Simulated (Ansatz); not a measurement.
Reaction (formal exchange of groups at a B–O bond): `NB(Cl)OC=S` + CH₃OH → `NB(Cl)CO` + `OC=S`

Gas-phase electronic energies from Ansatz, PBE0-D4/def2-TZVP geometries. CBS: MP2 limit from def2 TZ/QZ plus the TZ coupled-cluster correction, frozen cores. This one scheme is used for every species. Functionals use def2-TZVPP. One conformer a species, not always the lowest.

`NB(Cl)OC=S`:

Cartesian coordinates in Å:
```
N -0.490 0.902 -1.525
B 0.201 0.427 -0.423
Cl 1.830 1.011 -0.060
O -0.435 -0.514 0.373
C 0.069 -1.082 1.470
S -0.723 -2.168 2.347
H -0.109 1.583 -2.156
H -1.417 0.580 -1.745
H 1.074 -0.739 1.719
```

CH₃OH:

Cartesian coordinates in Å:
```
C 0.082 0.117 0.326
O 0.219 -0.040 -1.067
H 0.902 0.754 0.659
H 0.151 -0.837 0.864
H -0.862 0.606 0.601
H -0.493 -0.600 -1.383
```

`NB(Cl)CO`:

Z-matrix (Å, degrees):
```
C
O 1 1.427
B 1 1.575 2 113.4
H 1 1.098 2 111.5 3 126.5
H 1 1.096 2 106.5 3 -119.6
H 2 0.960 1 108.0 3 -81.2
Cl 3 1.777 1 119.1 2 174.2
N 3 1.383 1 120.8 2 -6.4
H 8 1.005 3 124.3 1 -178.2
H 8 1.007 3 119.7 1 -3.2
```

`OC=S`:

Cartesian coordinates in Å:
```
O 0.081 -0.455 -0.895
C -0.024 0.278 0.212
S -0.073 1.883 0.221
H 0.092 -1.393 -0.670
H -0.076 -0.313 1.132
```

```tsv
level	ΔE (eV)
PBE0-D4	0.94
ωB97X-V	0.96
MP2/def2-TZVPP	1.02
SCS-MP2/def2-TZVPP	1.03
CCSD/def2-TZVPP	1.01
SCS-MP2/def2-QZVPP	1.03
HF/CBS(def2)	1.16
CCSD/CBS(def2)	1.00
```

Question: What does CCSD(T)/CBS give? (Best estimate.)

Answer: Ansatz gave: +0.99 eV. The listed levels differ from it by -0.05, -0.03, 0.03, 0.04, 0.02, 0.04, 0.17, 0.01 eV.

Largest T1 diagnostic among the species: 0.018.

From PBE to PBE0 (25 % exact exchange), in def2-TZVPP and without D4, ΔE moves by +0.05 eV. In def2-TZVPP, CCSD(T) changes the Hartree–Fock value by −0.15 eV (the triples alone add −0.01 eV) and MP2 by −0.13 eV.
